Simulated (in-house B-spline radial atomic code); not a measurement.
Computed with a B-spline radial atomic code. Model: two electrons, singlet ground state, non-relativistic, full CI in B-splines with partial waves to l = 8 (at full coupling up to 3e-4 hartree above the limit, correlation up to 0.6 % small), density held at that of full coupling by Lieb maximisation.

W(λ) is the mean repulsion in the state of coupling λ less the Hartree energy of the fixed density. Its start is exact exchange, its initial slope is twice the second-order Görling-Levy correlation energy, and its area from 0 to 1 is E_xc. A straight curve means weak, dynamic correlation, and a curve that drops fast and flattens means strong correlation.

Command:
```bash
python run_ac.py task.json out
```
Settings (lengths in bohr, energies in hartree):
```
potential              yukawa
strength               3.39
lmax                   8
second                 0.857
```

Cost of the run: 25 s on 1 thread of Intel(R) Xeon(R) Processor @ 2.30GHz, on a shared host.

**W = mean repulsion less Hartree energy, and W of three functionals.**

Given: confinement screened point charge; nuclear charge 3.39; screening of the nucleus 0.857 1/bohr; external potential -Z exp(-k r)/r.

Computed: LDA exchange minus exact 244.45 millihartree; PBE exchange minus exact 20.312 millihartree.

```json
{"coupling": "0", "W xc (hartree)": "-1.7722", "W xc minus exchange (millihartree)": "0", "kinetic minus Kohn-Sham (millihartree)": "0", "LDA (PW92) W minus its exchange (millihartree)": "0", "PBE W minus its exchange (millihartree)": "0", "SCAN W minus its exchange (millihartree)": "0"}
{"coupling": "0.02", "W xc (hartree)": "?", "W xc minus exchange (millihartree)": "?", "kinetic minus Kohn-Sham (millihartree)": "?", "LDA (PW92) W minus its exchange (millihartree)": "?", "PBE W minus its exchange (millihartree)": "?", "SCAN W minus its exchange (millihartree)": "?"}
{"coupling": "0.05", "W xc (hartree)": "-1.777", "W xc minus exchange (millihartree)": "-4.785", "kinetic minus Kohn-Sham (millihartree)": "0.1", "LDA (PW92) W minus its exchange (millihartree)": "-27.42", "PBE W minus its exchange (millihartree)": "-4.44", "SCAN W minus its exchange (millihartree)": "-4.52"}
{"coupling": "0.12", "W xc (hartree)": "-1.7836", "W xc minus exchange (millihartree)": "-11.379", "kinetic minus Kohn-Sham (millihartree)": "0.7", "LDA (PW92) W minus its exchange (millihartree)": "-53.57", "PBE W minus its exchange (millihartree)": "-10.74", "SCAN W minus its exchange (millihartree)": "-10.66"}
{"coupling": "0.25", "W xc (hartree)": "-1.7956", "W xc minus exchange (millihartree)": "-23.316", "kinetic minus Kohn-Sham (millihartree)": "2.9", "LDA (PW92) W minus its exchange (millihartree)": "-91.24", "PBE W minus its exchange (millihartree)": "-22.4", "SCAN W minus its exchange (millihartree)": "-21.61"}
{"coupling": "0.4", "W xc (hartree)": "-1.8089", "W xc minus exchange (millihartree)": "-36.609", "kinetic minus Kohn-Sham (millihartree)": "7.2", "LDA (PW92) W minus its exchange (millihartree)": "-126.21", "PBE W minus its exchange (millihartree)": "-35.66", "SCAN W minus its exchange (millihartree)": "-33.65"}
{"coupling": "0.6", "W xc (hartree)": "-1.8258", "W xc minus exchange (millihartree)": "-53.575", "kinetic minus Kohn-Sham (millihartree)": "15.7", "LDA (PW92) W minus its exchange (millihartree)": "-164.99", "PBE W minus its exchange (millihartree)": "-52.82", "SCAN W minus its exchange (millihartree)": "-48.88"}
{"coupling": "0.8", "W xc (hartree)": "-1.842", "W xc minus exchange (millihartree)": "-69.73", "kinetic minus Kohn-Sham (millihartree)": "27", "LDA (PW92) W minus its exchange (millihartree)": "-198.06", "PBE W minus its exchange (millihartree)": "-69.33", "SCAN W minus its exchange (millihartree)": "-63.27"}
{"coupling": "1", "W xc (hartree)": "-1.8574", "W xc minus exchange (millihartree)": "-85.13", "kinetic minus Kohn-Sham (millihartree)": "40.8", "LDA (PW92) W minus its exchange (millihartree)": "-227.15", "PBE W minus its exchange (millihartree)": "-85.18", "SCAN W minus its exchange (millihartree)": "-76.94"}
{"coupling": "1.4", "W xc (hartree)": "-1.8861", "W xc minus exchange (millihartree)": "-113.86", "kinetic minus Kohn-Sham (millihartree)": "75.2", "LDA (PW92) W minus its exchange (millihartree)": "-277.01", "PBE W minus its exchange (millihartree)": "-114.94", "SCAN W minus its exchange (millihartree)": "-102.35"}
{"coupling": "2", "W xc (hartree)": "-1.9246", "W xc minus exchange (millihartree)": "-152.38", "kinetic minus Kohn-Sham (millihartree)": "140.4", "LDA (PW92) W minus its exchange (millihartree)": "-337.84", "PBE W minus its exchange (millihartree)": "-155.2", "SCAN W minus its exchange (millihartree)": "-136.46"}
{"coupling": "3", "W xc (hartree)": "-1.9789", "W xc minus exchange (millihartree)": "-206.68", "kinetic minus Kohn-Sham (millihartree)": "275.2", "LDA (PW92) W minus its exchange (millihartree)": "-416.47", "PBE W minus its exchange (millihartree)": "-212.63", "SCAN W minus its exchange (millihartree)": "-184.96"}
{"coupling": "4.5", "W xc (hartree)": "?", "W xc minus exchange (millihartree)": "?", "kinetic minus Kohn-Sham (millihartree)": "?", "LDA (PW92) W minus its exchange (millihartree)": "?", "PBE W minus its exchange (millihartree)": "?", "SCAN W minus its exchange (millihartree)": "?"}
{"coupling": "7", "W xc (hartree)": "-2.1193", "W xc minus exchange (millihartree)": "-347.09", "kinetic minus Kohn-Sham (millihartree)": "946.1", "LDA (PW92) W minus its exchange (millihartree)": "-604.82", "PBE W minus its exchange (millihartree)": "-367.96", "SCAN W minus its exchange (millihartree)": "-316.1"}
{"coupling": "10", "W xc (hartree)": "-2.1813", "W xc minus exchange (millihartree)": "-409.04", "kinetic minus Kohn-Sham (millihartree)": "1466.6", "LDA (PW92) W minus its exchange (millihartree)": "-688.22", "PBE W minus its exchange (millihartree)": "-442.12", "SCAN W minus its exchange (millihartree)": "-377.83"}
```

What belongs in the row 0.02?

W xc (hartree): -1.7742; W xc minus exchange (millihartree): -1.921; kinetic minus Kohn-Sham (millihartree): 0; LDA (PW92) W minus its exchange (millihartree): -13.17; PBE W minus its exchange (millihartree): -1.77; SCAN W minus its exchange (millihartree): -1.83.

What belongs in the row 4.5?

W xc (hartree): -2.043; W xc minus exchange (millihartree): -270.73; kinetic minus Kohn-Sham (millihartree): 513.2; LDA (PW92) W minus its exchange (millihartree): -503.58; PBE W minus its exchange (millihartree): -281.9; SCAN W minus its exchange (millihartree): -243.49.

What is the SCAN exchange minus exact?

-8.7575 millihartree.

**Energy parts, natural occupations and partial-wave weights.**

Computed: total energy -4.7865 hartree; exchange energy -1.7722 hartree; correlation energy -0.04432 hartree; initial slope twice GL2 -0.096314 hartree; kinetic part over minus potential part 0.47938; Kohn-Sham kinetic 8.5457 hartree; Lieb Oxford ratio E_xc over LDA exchange 1.189.

| natural | occupation of the shell (electrons) |
| --- | --- |
| s | 1.9939 |
| p | 0.0028741 |
| s | ? |
| d | 0.00014067 |
| p | 0.00011173 |
| s | 5.9189e-05 |

What belongs in the row s?

occupation of the shell (electrons): 0.0028049.

| wave | weight |
| --- | --- |
| s | 0.99841 |
| p | ? |
| d | 7.9511e-05 |
| f | 1.14e-05 |
| g | 2.6661e-06 |

What belongs in the row p?

weight: 0.0014988.

What is the kinetic part of the DFT correlation energy?

0.04081 hartree.

What is the Hartree energy?

3.5445 hartree.

Half-way to full coupling W has made 53 % of its drop, against 50 % for a straight line, and second-order (GL2) theory, half the initial slope, overshoots the correlation energy by about 9 %: a moderate bend, as in light atoms. Over couplings 0 to 1 the errors in E_xc come to about +151 millihartree for LDA, +21 millihartree for PBE, -4.9 millihartree for SCAN, so SCAN is nearest. In LDA and SCAN the errors of exchange and correlation have opposite signs, so the sum is smaller than the larger of the two.
